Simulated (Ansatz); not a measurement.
Cost and result for the atomization energy of ClGeHO, SMILES `[OH][Ge][Cl]` (4 atoms, 3 bonds).

Z-matrix (Å, degrees):
```
O
Ge 1 1.772
H 1 0.963 2 115.0
Cl 2 2.212 1 98.5 3 -0.0
```

The species carries charge 0 and has multiplicity 1. Correlated methods include outer-core shells of Ge, which these sets cover unevenly. Scalar relativity is left out up to krypton. The structure was optimised at the PBE0-D4/def2-TZVP level. It is one conformer, not always the lowest. Program: Ansatz. Hardware: A = 2 threads of a server CPU on a shared host; B = 2 threads of an AMD EPYC 7R13 on a shared host and a share of an NVIDIA H100 80 GB. Times are those of one run each, without the atoms' runs, and a repeat can differ threefold. Electronic energies, without spin–orbit coupling; frozen cores. CCSD(T)/CBS adds CCSD(T) − MP2 in def2-TZVPP to the MP2 limit, and its time is that of the two runs behind it. T1 = 0.014. With those shells the extrapolation isn't a true limit.

CCSD(T)/CBS is a level of theory with its own doubt, some kJ/mol a heavy atom from the limit and from the frozen cores, so smaller differences don't rank the functionals.

| level | functions | wall time | atomization (kcal/mol) | difference from CCSD(T)/CBS | per bond |
| --- | --- | --- | --- | --- | --- |
| LDA (SPW92)/def2-TZVPP [A] | 135 | 1.4 s | 368.6 | 54.9 | 18.3 |
| revPBE-D4/def2-TZVPP [A] | 135 | 2.4 s | 310.2 | -3.5 | -1.2 |
| CAM-B3LYP-D4/def2-TZVPP [A] | 135 | 2.6 s | 309.4 | -4.3 | -1.5 |
| BLYP-D4/def2-TZVPP [A] | 135 | 2.6 s | 314.5 | 0.8 | 0.2 |
| CCSD(T)/def2-SVP [A] | 69 | 3.7 s | 279.3 | -34.4 | -11.5 |
| r2SCANh-D4/def2-TZVPP [A] | 135 | 4.8 s | 308.2 | -5.5 | -1.9 |
| ωB97X-V/def2-TZVPP [A] | 135 | 5.5 s | 312.3 | -1.4 | -0.5 |
| r2SCAN-D4/def2-TZVPP (with forces) [A] | 135 | 6 s | 313.1 | -0.6 | -0.2 |
| B2PLYP/def2-TZVPP [A] | 135 | 6 s | 306.9 | -6.8 | -2.3 |
| B97M-V/def2-TZVPP [A] | 135 | 7.5 s | 314.5 | 0.8 | 0.2 |
| CCSD(T)/def2-QZVPP [B] | 246 | 10 s | 308.9 | -4.8 | -1.6 |
| CCSD(T)/def2-TZVPP [A] | 135 | 28 s | 301.0 | -12.7 | -4.2 |
| CCSD(T)/CBS(def2) | – | 38 s | 313.7 | 0.0 | 0.0 |

From BLYP to BHLYP (50 % exact exchange), in def2-TZVPP and without D4, the atomization energy moves by −21.0 kcal/mol: exact exchange takes away binding that semilocal exchange gives to molecules. Leaving LDA and LC-ωPBE aside and taking each functional with its dispersion term where it has one, the values, not all of them listed here, spread over 29.2 kcal/mol, from BHLYP-D4 to PBE-D4. LDA lies +49.3 kcal/mol from PBE without D4, its usual overbinding. The D4 term adds +3.3 kcal/mol with B3LYP and +1.7 kcal/mol with PBE0; it sums over pairs of atoms, weighted by their polarisabilities, and B3LYP, whose exchange is more repulsive, gets the larger term.

B3LYP here is the variant with VWN-RPA as its local correlation; programs differ in this.
